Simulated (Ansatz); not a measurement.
C2H7BN2 can be A, `B/C=N/CN`, or B, `NCC1BN1`.

Program: Ansatz. Geometries: PBE0-D4/def2-TZVP. ΔE: electronic, gas phase. CBS: MP2 limit from def2 TZ/QZ plus the TZ coupled-cluster correction, frozen cores. DFT in def2-TZVPP. One conformer a species, not always the lowest.

(1) Which is lower in electronic energy at CCSD(T)/CBS, and by how much? (Best estimate.)

(2) Give E(B) − E(A) in kJ/mol with PBE0-D4, ωB97M-V, CCSD/def2-TZVPP, CCSD(T)/def2-TZVPP, PBE-D4, HF/def2-TZVPP, B2PLYP. (Best estimate.)

Largest T1 diagnostic: 0.012.

## Answers

(1) Computed: B, by 71.3 kJ/mol.

(2) Ansatz gave: PBE0-D4 -84.8, ωB97M-V -78.0, CCSD/def2-TZVPP -65.7, CCSD(T)/def2-TZVPP -65.8, PBE-D4 -80.1, HF/def2-TZVPP -39.9, B2PLYP -65.2. None reverses the order clearly.

In def2-TZVPP, CCSD(T) changes the Hartree–Fock value by −25.9 kJ/mol (the triples alone add −0.2 kJ/mol) and MP2 by −39.2 kJ/mol. From PBE to PBE0 (25 % exact exchange), in def2-TZVPP and without D4, E(B) − E(A) moves by −4.6 kJ/mol.
